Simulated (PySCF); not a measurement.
# Two-component Hartree-Fock for Co(6+) (cobalt, charge +6)

Start: [Ar] 3d3; 3d3/2 filled at m_j = -1/2, +1/2, +3/2. Calculated with PySCF 2.14 in an even-tempered Gaussian basis (18 s from 0.27 bohr⁻², ratio 2.8; 13 p from 0.35 bohr⁻², ratio 2.8; 9 d from 0.35 bohr⁻², ratio 2.8; 4 f from 1.4 bohr⁻², ratio 3): generalised Hartree-Fock with the X2C-1e Hamiltonian and a Gaussian nucleus; spin-orbit coupling (SO) screened by Boettger's factors.

```
spinor shell  electrons  ε, screened SO (eV)  weight of nominal j (screened SO)  rms radius, screened SO (bohr)
       1s1/2          2              -7895.9                              1.000                          0.0649
       2s1/2          2              -1087.2                              1.000                           0.276
       2p1/2          2              -956.32                              0.999                           0.247
       3s1/2          2              -236.34                              1.000                           0.791
       3p1/2          2              -196.31                              0.983                           0.816
       3p3/2          4              -187.96                              0.991                           0.827
       3d3/2          3              -128.69                              0.966                           0.860
```

**Question.** Where does 2p3/2 lie, and what is the 2p spin-orbit splitting (screened SO)?

**Answer.** At -938.85 eV, 17.469 eV above 2p1/2.

```tsv
quantity	screened SO
E (hartree)	-1381.33754
M_J	3/2
⟨J²⟩	4.178
⟨L²⟩	6.279
⟨S²⟩	1.883
```

The determinant has a definite M_J but mixes levels of different J.

Each row is a mean over spinors that exchange with the open shell spreads, by up to 6.630 eV (3p1/2).
